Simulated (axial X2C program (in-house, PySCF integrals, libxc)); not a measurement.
## Levels of AlSn by electron attachment to AlSn⁺ (EOM-EA-CCSD)

Calculated with an in-house all-electron X2C program for linear molecules (integrals from PySCF): two-component X2C with atomic mean-field Coulomb and Gaunt terms, Gaussian nuclei, basis Sn dyall-acv3z, Al dyall-av3z with contracted cores.

R = 2.453 Å (0.920 times 2.666 Å, the PBE0 minimum at charge 0 for the lowest determinant).

Levels of AlSn obtained by attaching an electron to AlSn⁺:

| Ω | binding energy (eV) | above lowest (cm⁻¹) | attached spinor | one-particle weight |
| --- | --- | --- | --- | --- |
| 3/2 | 6.736 | 0 | 52% Sn pπ, 36% Al pπ | 0.92 |
| 1/2 | 6.697 | 315 | 30% Al pσ, 26% Sn pσ, 16% Sn pπ | 0.92 |
| 1/2 | 4.595 | 17267 | 44% Al pπ, 19% Sn dπ, 16% Sn pπ | 0.85 |
| 3/2 | 4.273 | 19870 | 35% Al pπ, 22% Sn pπ, 18% Al dπ | 0.77 |

This point took 49 s on 1 thread of Arm Neoverse N1 (shared host).

Reference electrons by ω block (each with its −ω partner): 1/2: 21, 3/2: 8, 5/2: 2. 16 electrons of AlSn⁺ correlated (inner shells frozen), 88 natural virtual spinors (a truncated set); levels can be off by some tenths of an eV. Roots sought by Ω: (1/2: 5, 3/2: 4, 5/2: 2, 7/2: 1); the list ends where they run out and leaves out roots under 60 % one-particle weight. The solver can skip a root, and states that need a further excitation, which the method places far too high, are missing though they may lie low or lowest. T1 of the reference 0.032 (Lee–Taylor). The reference was not checked to be the lowest state of its species. Number of frozen shells: Sn 4 s, 3 p, 1 d; Al 2 s, 1 p. Large amplitudes in the reference (orbital relaxation or multireference character) lower the reliability.
